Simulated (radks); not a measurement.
Results of a calculation; reference values are marked as such.
Task: Species: Re I. Configuration: [Xe] 4f14 5d5 6s2. Level of theory: scalar-relativistic Kohn-Sham, RPBE, spin-unpolarised, spherical densities, finite nucleus; Fermi nuclear charge, rms radius 5.3698 fm (a radial shooting solver on a logarithmic mesh with Libxc functionals). Some entries of the table are withheld. Estimate them.

| orbital | occ. | eigenvalue (hartree) | <r> (bohr) | <r^2> (bohr^2) |
|---|---|---|---|---|
| 1s | 2 | -2632.682 | 0.01804 | 0.0004480 |
| 2s | 2 | -456.4895 | 0.07622 | 0.006877 |
| 2p | 6 | -398.4417 | 0.06834 | 0.005708 |
| 3s | 2 | -105.6887 | 0.1974 | 0.04456 |
| 3p | 6 | -88.56427 | 0.1979 | 0.04539 |
| 3d | 10 | -69.13449 | 0.1792 | 0.03764 |
| 4s | 2 | -22.05661 | 0.4406 | 0.2191 |
| 4p | 6 | -16.43842 | 0.4685 | 0.2496 |
| 4d | 10 | -9.38315 | (1) | 0.2894 |
| 5s | 2 | (2) | 1.036 | (3) |
| 5p | 6 | -1.72622 | 1.208 | 1.654 |
| 4f | 14 | -1.55302 | 0.5805 | 0.4193 |
| 6s | 2 | -0.21561 | 3.081 | 10.89 |
| 5d | 5 | -0.19545 | 1.931 | 4.546 |

Result: 
(1) 4d <r> (bohr): 0.4999
(2) 5s eigenvalue (hartree): -3.12936
(3) 5s <r^2> (bohr^2): 1.206
